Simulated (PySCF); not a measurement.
CH4BNP2.
Numbering: `[N:1]#[C:2][B:3]([PH2:4])[PH2:5]` (hydrogens: H6, H7 on P4; H8, H9 on P5)

Level of theory: PySCF, PBE0-D3(BJ)/def2-SVP geometry optimisation, gas phase.

(1) Give the optimised bond lengths and angles.

## Answers

(1) 
| bond | length (bohr) | order |
| --- | --- | --- |
| N1≡C2 | 2.196 | triple |
| C2–B3 | 2.900 | single |
| B3–P4, B3–P5 | 3.571 | single |
| P4–H6 and 3 like bonds | 2.684 | single |

Bonds in one row agree within 0.02 bohr and their mean is given. Orders are formal, as drawn. A selection of angles:
| angle | degrees |
| --- | --- |
| N1–C2–B3 | 178.2 |
| C2–B3–P4 | 117.5 |
| P4–B3–P5 | 123.2 |
| B3–P4–H6 | 101.2 |
| B3–P4–H7 | 100.2 |
| H6–P4–H7 | 98.9 |

B3 (three-coordinate boron) is almost planar (angles 123.2°, 117.5° and 117.5°, sum 358.2°, 0.14 Å off the plane of its three neighbours). P4 (three-coordinate phosphorus) is pyramidal (angles 101.2°, 100.2° and 98.9°, sum 300.3°, 0.72 Å off the plane of its three neighbours).

Point group: Cs (tolerance 0.08 Å). No frequency check. The numbers are those of one conformer (C2–B3–P4–H 145° and 44°, C2–B3–P5–H -145° and -44°).
